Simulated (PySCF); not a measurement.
OW (SMILES [O]=[W]), triplet, at a GFN2-xTB geometry (such geometries of metal compounds can be far from the true shape) (core potentials on W); HF/def2-TZVP run with PySCF.

The PySCF input:
```python
from pyscf import gto, scf

mol = gto.Mole()
mol.atom = '''
    W    -0.00000000   -0.00000000   -0.16586381
    O     0.00000000    0.00000000    1.53424026
'''
mol.basis = 'def2-tzvp'
mol.ecp = {'W': 'def2-tzvp'}
mol.spin = 2
mol.verbose = 4
mol.build()

mf = scf.UHF(mol)
mf.kernel()
```

Task: What does PySCF print? Leave out banner, timings and long lists.

Result: 
```
PySCF version 2.14.0

[INPUT] verbose = 4
[INPUT] num. atoms = 2
[INPUT] num. electrons = 22
[INPUT] charge = 0
[INPUT] spin (= nelec alpha-beta = 2S) = 2
[INPUT] symmetry False subgroup None
[INPUT] Mole.unit = angstrom
[INPUT] Symbol           X                Y                Z      unit          X                Y                Z       unit  Magmom
[INPUT]  1 W      0.000000000000   0.000000000000  -0.165863810000 AA    0.000000000000   0.000000000000  -0.313437174877 Bohr   0.0
[INPUT]  2 O      0.000000000000   0.000000000000   1.534240260000 AA    0.000000000000   0.000000000000   2.899293900681 Bohr   0.0

nuclear repulsion = 34.8613056511535
number of shells = 25
number of NR pGTOs = 112
number of NR cGTOs = 71
basis = def2-tzvp
ecp = {'W': 'def2-tzvp'}

******** <class 'pyscf.scf.uhf.UHF'> ********
method = UHF
initial guess = minao
damping factor = 0
level_shift factor = 0
DIIS = <class 'pyscf.scf.diis.CDIIS'>
diis_start_cycle = 1
diis_space = 8
diis_damp = 0
SCF conv_tol = 1e-09
SCF conv_tol_grad = None
SCF max_cycles = 50
direct_scf = True
direct_scf_tol = 1e-13
number electrons alpha = 12  beta = 10
Set gradient conv threshold to 3.16228e-05
init E= -121.988773673174

cycle= 1 E= -140.994734550941  delta_E=  -19  |g|= 0.807  |ddm|= 5.09
cycle= 2 E= -140.744694735193  delta_E= 0.25  |g|= 1.05  |ddm|= 1.05
cycle= 3 E= -141.169725324232  delta_E= -0.425  |g|= 0.162  |ddm|= 0.568
cycle= 4 E= -141.184341651106  delta_E= -0.0146  |g|= 0.0302  |ddm|= 0.213
cycle= 5 E= -141.18770853694  delta_E= -0.00337  |g|= 0.0203  |ddm|= 0.132
cycle= 6 E= -141.189763989908  delta_E= -0.00206  |g|= 0.0136  |ddm|= 0.108
cycle= 7 E= -141.191145583443  delta_E= -0.00138  |g|= 0.00593  |ddm|= 0.14
cycle= 8 E= -141.19128027723  delta_E= -0.000135  |g|= 0.00381  |ddm|= 0.0352
cycle= 9 E= -141.191330070978  delta_E= -4.98e-05  |g|= 0.00272  |ddm|= 0.0198
cycle= 10 E= -141.191360865425  delta_E= -3.08e-05  |g|= 0.00185  |ddm|= 0.0078
cycle= 11 E= -141.191387175949  delta_E= -2.63e-05  |g|= 0.000914  |ddm|= 0.011
cycle= 12 E= -141.191391711125  delta_E= -4.54e-06  |g|= 0.00039  |ddm|= 0.00561
cycle= 13 E= -141.191392268918  delta_E= -5.58e-07  |g|= 0.000174  |ddm|= 0.00185
cycle= 14 E= -141.191392368483  delta_E= -9.96e-08  |g|= 7.35e-05  |ddm|= 0.000668
cycle= 15 E= -141.191392379829  delta_E= -1.13e-08  |g|= 3.35e-05  |ddm|= 0.00017
cycle= 16 E= -141.191392383345  delta_E= -3.52e-09  |g|= 1.9e-05  |ddm|= 0.000107
cycle= 17 E= -141.191392384783  delta_E= -1.44e-09  |g|= 8.79e-06  |ddm|= 6.94e-05
cycle= 18 E= -141.191392385114  delta_E= -3.31e-10  |g|= 3.71e-06  |ddm|= 3.63e-05
Extra cycle  E= -141.191392385146  delta_E= -3.23e-11  |g|= 2.33e-06  |ddm|= 9.18e-06
converged SCF energy = -141.191392385146  <S^2> = 2.0547797  2S+1 = 3.0363002
```
